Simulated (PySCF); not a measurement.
## Molecular orbitals of InS

r²SCAN at R = 2.284 Å; In x2c-SVPall, S x2c-SVPall; spin-free X2C with a Gaussian nucleus (PySCF 2.14). State: ²Σ⁺ (doublet), unpaired electrons σ ↑. Only the outer orbitals are listed, counted within each symmetry.

```csv
spin,orbital,occ.,ε (eV),on In (%),main shells (%)
α,13σ,1,-16.78,16,84 S s
α,14σ,1,-9.77,66,"65 In s, 28 S p"
α,15σ,1,-6.58,50,"50 S p, 27 In p, 23 In s"
α,7π,1,-6.01,16,"84 S p, 14 In p"
α,7π,1,-6.01,16,"84 S p, 14 In p"
α,8π,0,-2.20,87,"85 In p, 13 S p"
α,8π,0,-2.20,87,"85 In p, 13 S p"
α,16σ,0,0.62,92,"74 In p, 12 S p, 10 In s"
β,13σ,1,-16.09,15,84 S s
β,14σ,1,-8.98,68,"68 In s, 24 S p"
β,7π,1,-5.80,17,"83 S p, 15 In p"
β,7π,1,-5.80,17,"83 S p, 15 In p"
β,15σ,0,-4.99,50,"49 S p, 26 In p, 24 In s"
β,8π,0,-1.84,85,"85 In p, 14 S p"
β,8π,0,-1.84,85,"85 In p, 14 S p"
```

Task: Which are the highest filled and the lowest empty level, where do they sit, and how wide is the gap?

Result: Highest filled β 7π at -5.80 eV (in %: 83 S p, 15 In p); lowest empty β 15σ at -4.99 eV (in %: 49 S p, 26 In p, 24 In s); the gap at r²SCAN is 0.81 eV.

The bond order (Mayer) is 1.87 and the ⟨S²⟩ is 0.759. The charge on In (Mulliken, basis-dependent) is 0.33, the charge on In (Löwdin, basis-dependent) is 0.10 and the dipole moment (positive dipole means In(−)S(+)) is -3.82 D.

Spin–orbit coupling is left out. The state is the lowest determinant that a PBE0 search found; another state may lie lower at other levels.
